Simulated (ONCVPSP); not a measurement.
# Which change was made? (V, ONCV)

vanadium (V), optimised norm-conserving Vanderbilt (ONCV), made with ONCVPSP 4.0.1 (PBEsol, scalar-relativistic). Core [Ar], reference 3d3 4s2. Waves: 4s: rc 2.30 bohr, ncon 3, nbas 8, qcut 2.7 1/bohr, 2 projectors, debl 3.2 Ha; p scattering state at 0.05 Ha: rc 2.35 bohr, ncon 3, nbas 7, qcut 3.9 1/bohr, 2 projectors, debl 1.5 Ha; 3d: rc 1.85 bohr, ncon 5, nbas 10, qcut 9.3 1/bohr, 1 projector. Local part: polynomial inside 1.60 bohr (lpopt 5, dvloc0 0 Ha). Core correction: Teter function, fcfact 5, rcfact 1.2.

Cutoffs, loose and tight: the cutoffs (Ha) at which the residual kinetic energy of the hardest occupied pseudo-wave falls to 1 and 0.1 mHa per electron. They do not see the model core or the augmentation charge, which bear on the density cutoff. Test errors are all-electron minus pseudo excitation energies from the reference, over the configurations 3d3 4s1; 3d3 4s0; 3d2 4s0; 3d4 4s0; variants that change the core or the reference have their own tests.

The base gives: outcome: generated; cutoff, loose: 32 Ha; cutoff, tight: 36 Ha; bound ghosts: none; GHOST(+) flags above zero: s, p; largest test error (meV): -179.

(1) After one change the result is: outcome: generated; cutoff, loose: 58 Ha; cutoff, tight: 91 Ha; bound ghosts: p; GHOST(+) flags above zero: s; largest test error (meV): -159. Which change was it?
A. all radii but the core radius scaled by about 0.77 (s 1.78, p 1.82, d 1.42 bohr); local potential polynomial inside 1.24 bohr (lpopt 5, dvloc0 0 Ha)
B. all radii but the core radius scaled by about 0.92 (s 2.12, p 2.16, d 1.70 bohr); local potential polynomial inside 1.48 bohr (lpopt 5, dvloc0 0 Ha)
C. all radii but the core radius scaled by about 1.29 (s 2.96, p 3.02, d 2.38 bohr); local potential polynomial inside 2.06 bohr (lpopt 5, dvloc0 0 Ha)

Answers

(1) A. The others give: all radii but the core radius scaled by about 1.29 (s 2.96, p 3.02, d 2.38 bohr); local potential polynomial inside 2.06 bohr (lpopt 5, dvloc0 0 Ha) → outcome: generated; cutoff, loose: 25 Ha; cutoff, tight: 29 Ha; bound ghosts: none; GHOST(+) flags above zero: s; largest test error (meV): -140 | all radii but the core radius scaled by about 0.92 (s 2.12, p 2.16, d 1.70 bohr); local potential polynomial inside 1.48 bohr (lpopt 5, dvloc0 0 Ha) → outcome: generated; cutoff, loose: 34 Ha; cutoff, tight: 39 Ha; bound ghosts: p; GHOST(+) flags above zero: s; largest test error (meV): -193.
